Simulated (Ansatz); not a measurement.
Basis-set series for CH₈BGaGe, SMILES `[BH2][GaH][GeH2][CH3]`. The species carries charge 0 and has multiplicity 1. All single points use the PBE0-D4/def2-TZVP geometry. It is one conformer, not always the lowest.

| functional | basis | functions | energy (Eh) | HOMO (eV) | LUMO (eV) |
| --- | --- | --- | --- | --- | --- |
| PBE0-D4 | def2-TZVPP | 270 | -4069.00476 | -6.94 | -2.20 |
| PBE0-D4 | def2-QZVPP | 532 | -4069.09698 | -6.94 | -2.22 |
| ωB97M-V | def2-TZVPP | 270 | -4069.32481 | -8.92 | -0.33 |
| ωB97M-V | def2-QZVPP | 532 | -4069.41497 | -8.92 | -0.38 |

Question: Give the rows for def2-SVP. (Estimate.)

Answer: Ansatz gave: 
```
functional     basis  functions  energy (Eh)  HOMO (eV)  LUMO (eV)
   PBE0-D4  def2-SVP        132  -4068.42187      -6.92      -2.15
   ωB97M-V  def2-SVP        132  -4068.73691      -8.88      -0.16
```

Scalar relativity is left out up to krypton.
